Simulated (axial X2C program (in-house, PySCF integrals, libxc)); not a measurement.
**NaRu⁺: cheaper levels and CCSD(T), 2c**

All values were computed with an in-house relativistic program for diatomic molecules. Two-component (2c) means X2C with spin–orbit coupling and atomic mean-field two-electron Coulomb and Gaunt terms. Basis: Ru dyall-cv3z [12s12p8d5f3g], Na dyall-cv3z [9s8p5d2f] (cores contracted in-house); Gaussian nuclei, density fitting, unrestricted open shells. Masses: Ru 101.904 u, Na 22.990 u.

State: Ω = 4 (⟨Sz⟩ = 1.98, ⟨Lz⟩ = 2.02 at HF); fragments Ru + Na+.

| level | Re (Å) | ωe (cm⁻¹) |
| --- | --- | --- |
| PBE0 | 3.143 | 128.8 |
| HF | 3.314 | 110.9 |
| MP2 | 3.194 | 122.1 |
| CCSD | 3.216 | 119.2 |
| PBE | 3.142 | 130.8 |

Correlated methods: 8 electrons correlated (number of frozen shells: Ru 4 s, 3 p, 1 d; Na 2 s, 1 p), 314 virtual spin orbitals or spinors in MP2, 90 natural virtuals in coupled cluster.

CCSD(T), same Hamiltonian and basis:

Re = 3.209 Å, ωe = 121.3 cm⁻¹; T1 = 0.027 (Lee–Taylor normalisation).

Give the differences from CCSD(T) in the columns below.



| level | ΔRe (Å) | Δωe (cm⁻¹) |
| --- | --- | --- |
| PBE0 | -0.066 | 7.5 |
| HF | 0.105 | -10.4 |
| MP2 | -0.015 | 0.8 |
| CCSD | 0.007 | -2.1 |
| PBE | -0.067 | 9.5 |

One determinant describes the state; a PBE0 search over occupations chose it and may have missed a lower one. De is not given where an atomic determinant may have missed its ground term or J level, or where the truncated virtual space spoils (T). Density functionals use the spin component along the axis (collinear). CCSD and (T) use frozen natural virtuals with an MP2 correction for the truncation; (T) itself is uncorrected, so its De runs slightly low. PBE0 can misorder states that lie within some tenths of an eV, so this need not be the ground state of the molecule. The nearest other 2c determinant of the search, Ω = 2, lies 0.15 eV up at the distance of the search. The functionals have no current-density term, which raises determinants with orbital currents, atoms included. The atomic limit has a lower orbital projection than the molecule and lies lower at mean-field level, so De may be about a tenth of an eV too small. With several unpaired electrons one determinant need not be a pure state. Open-shell Ω = 0 determinants with evenly filled partner blocks cannot be reached by this program, so the Ω shown need not be the lowest component. With the outer-core shells frozen, correlated bond lengths of heavy atoms tend to come out a few hundredths of an ångström too long.
